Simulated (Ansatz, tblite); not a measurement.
Cost and result up the ladder for the cluster Ag4⁺ (4 atoms). Charge 1, multiplicity 2. Geometry: PBE0-D4/def2-SVP.

```xyz
4

Ag   -0.2379   -0.9570    0.9043
Ag    1.9194   -1.2623   -0.8299
Ag   -1.9155    1.2654    0.8341
Ag    0.2340    0.9539   -0.9085
```

Ansatz on 4 threads of Arm Neoverse V2 on a shared host; xTB runs through tblite on one thread. Times are rough, summed over both states, and most runs start from the orbitals of an earlier one. RPA@PBE/def2-TZVP serves as the yardstick here, not as an exact answer. The other state is a quartet at its own geometry, which has other bonds, so the gap mixes isomer and spin.

In the def2 sets Ag takes a core potential; there is no spin–orbit coupling. The xTB rows come from tblite. Correlated methods freeze no core orbitals; core or outer-core shells of Ag are correlated, in sets that lack core-valence functions. The structure comes from a short search, and lower isomers may exist.

Correlated methods converge slowly with the basis.

xTB has no spin-polarisation term.

```csv
level,functions,wall time,quartet − doublet (eV),difference from RPA@PBE/def2-TZVP (eV)
GFN1-xTB,36,0.006 s,1.78,-0.71
GFN2-xTB,36,0.009 s,1.88,-0.61
LDA (SPW92)/def2-TZVP,160,3 s,3.07,0.58
PBE-D4/def2-TZVP,160,6.2 s,2.62,0.13
revPBE-D4/def2-TZVP (with forces),160,6.9 s,2.45,-0.04
MP2/def2-TZVP,160,7 s,2.67,0.18
BLYP-D4/def2-TZVP,160,7.7 s,2.49,0.00
PBE0-D4/def2-TZVP,160,9.6 s,2.50,0.01
BHLYP-D4/def2-TZVP,160,12 s,2.30,-0.19
r2SCAN-D4/def2-TZVP,160,15 s,2.63,0.14
RPA@PBE/def2-TZVP,160,16 s,2.49,0.00
r2SCANh-D4/def2-TZVP,160,17 s,2.57,0.08
```
